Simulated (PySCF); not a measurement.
Mayer bond orders and bond lengths

Trifluoroacetate, C2F3O2 (charge -1).
SMILES with atom numbers: `[O:1]=[C:2]([O-:3])[C:4]([F:5])([F:6])[F:7]`

Structure used (GFN2-xTB, dihedral held), in Å, numbered top down from 1:
```xyz
7
C2F3O2 angstrom
O      1.3455   -1.1982   -0.5959
C      1.0254   -0.1910    0.0108
O      1.6305    0.6581    0.6429
C     -0.6001    0.1010   -0.0252
F     -0.9132    1.2976   -0.5901
F     -1.3244   -0.8137   -0.7161
F     -1.1629    0.1343    1.2122
```

Bond orders from the PBE0/pcSseg-1 density (PySCF). The geometry is a constrained GFN2-xTB structure with the dihedral O3–C2–C4–F6 held at 180°, isolated molecule; it need not be a minimum. The pcSseg-1 basis has no diffuse functions, a weakness for an anion.

Task: Where do the orders between heavy atoms depart from those drawn in the SMILES?

Result: The largest departure is 0.780, at C2–O3 (drawn single, 1.780). Drawn single, order above 1.12: C2–O3 (1.780). Drawn single, order below 0.88: C2–C4 (0.770). The SMILES, with its formal charges, is one Lewis structure only.

Task: Set the Mayer orders of the bonds beside their lengths.

Result: 
| bond | drawn as | length (Å) | Mayer order |
| --- | --- | --- | --- |
| O1–C2 | double | 1.219 | 1.790 |
| C2–O3 | single | 1.219 | 1.780 |
| C2–C4 | single | 1.652 | 0.770 |
| C4–F5 | single | 1.360 | 0.958 |
| C4–F6 | single | 1.356 | 0.973 |
| C4–F7 | single | 1.360 | 0.958 |

Task: Sum the orders of all bonds at each heavy atom with more than one neighbour and set the sums beside the valence in the SMILES.

Result: C2 4.340 (drawn 4), C4 3.659 (drawn 4). Orders between atoms that aren't bonded are not in these sums.

Mayer orders depend on the basis set.

These values come from a run that also computed NMR shieldings. Hardware: an x86-64 server with one thread (shared host). Cost: 7.9 s wall.
